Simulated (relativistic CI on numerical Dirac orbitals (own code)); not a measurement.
**Eu35+: q coefficients and field-shift factors**

Calculated at this level of theory: Dirac-Coulomb-Breit CI, separate exchange-only KLI orbitals for each configuration, derivatives by finite differences, unscaled Slater integrals, QED left out (own radial code, finite nucleus).

Configurations in the expansion (outside the closed core [Ne] 3s2): 3p⁶3d¹⁰, 3p⁶3d⁹4s, 3p⁶3d⁹4p, 3p⁶3d⁹4d, 3p⁵3d¹⁰4s, 3p⁶3d⁹4f, 3p⁵3d¹⁰4p, 3p⁶3d⁸4s². Levels of other configurations are missing.

With x = (α/α₀)² − 1 an excitation energy changes as ω = ω₀ + qx; K = 2q/ω₀ is the relative enhancement. Terms are leading LS components, so labels can repeat. The field-shift factor is F = δν/δ⟨r²⟩ for the transition from the lowest level.

Lowest level 3p⁶3d¹⁰ ¹S0.

```
        Level  ω₀ (cm⁻¹)  q (cm⁻¹)        K  F (GHz/fm²)
 3p⁶3d⁹4s ³D3    7898236   -698900   -0.177          736
 3p⁶3d⁹4s ¹D2    7910061   -697400   -0.176          735
 3p⁶3d⁹4s ³D1    8138855   -457500   -0.112          740
 3p⁶3d⁹4s ³D2    8147017   -457600   -0.112          739
3p⁶3d⁹4p ³P°2    8480895   -629100   -0.148           81
3p⁶3d⁹4p ³F°3    8490589   -631700   -0.149         79.8
3p⁶3d⁹4p ³F°2    8723620   -390000  -0.0894         83.3
3p⁶3d⁹4p ³D°1    8742687   -383900  -0.0878         83.1
3p⁶3d⁹4p ³F°4    8833847   -225400   -0.051         53.7
3p⁶3d⁹4p ¹D°2    8846487   -228300  -0.0516         55.1
3p⁶3d⁹4p ¹P°1    8852896   -226200  -0.0511         56.1
3p⁶3d⁹4p ³D°3    8865514   -224400  -0.0506         53.8
3p⁶3d⁹4p ³P°0    9051082     17850  0.00394         58.5
```

At this charge energies of transitions that change n are usually good to better than 1 %, and those within a shell (Δn = 0) to a few per cent.
